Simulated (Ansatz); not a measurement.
`O[SiH]1BO1` at its PBE0-D4/def2-TZVP geometry, where that method's forces vanish. Charge 0, multiplicity 1.

```xyz
7

O     0.9313    0.3811   -1.4056
Si   -0.2730   -0.0706   -0.3974
B    -0.4077    0.5356    1.3816
O     0.2434   -0.6272    1.1624
H     1.2050   -0.2360   -2.0866
H    -1.0963   -1.1176   -1.0455
H    -0.6027    1.1347    2.3911
```

Task: What forces (eV/Å) does r2SCAN-D4/def2-TZVPP give on these atoms in Ansatz? (Estimate.)

Result: Computed: 
```
O1   0.078  0.025 -0.005
Si2 -0.141  0.013 -0.140
B3  -0.115  0.217  0.085
O4   0.145 -0.211  0.079
H5   0.004 -0.010 -0.027
H6   0.012 -0.008  0.016
H7   0.017 -0.026 -0.009
```
